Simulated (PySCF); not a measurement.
H₅NSi₂, neutral, multiplicity 1. Atoms are numbered in the order given.

```xyz
8

Si    -0.7682     0.7984     0.0000
N      0.7555     1.5824     0.0000
H      0.8225     2.5914     0.0000
H      1.6689     1.1487     0.0000
Si     0.1411    -1.4375     0.0000
H      1.6381    -1.4626     0.0000
H     -0.3190    -2.2038    -1.1948
H     -0.3190    -2.2038     1.1948
```
Charge 0, spin multiplicity 1.

The structure is a stationary point at r2SCAN-D4/def2-TZVP. One conformer was computed; it need not be the lowest.

All values below come from HF/def2-TZVPD in PySCF.

Isolated molecule, no solvent.

The total energy is -635.24877 hartree. The point group is Cs and the highest occupied level is -8.26 eV. The lowest empty level is 1.13 eV and the orbital gap is 9.39 eV. The dipole moment is 2.00 D. The quadrupole, principal values (traceless, Buckingham form, about the centre of nuclear charge) is -6.52, 0.61, 5.91 D·Å and the mean static polarisability is 72.3 bohr³ (10.71 Å³). The polarisability, principal values is 59.0, 67.6, 90.3 bohr³.
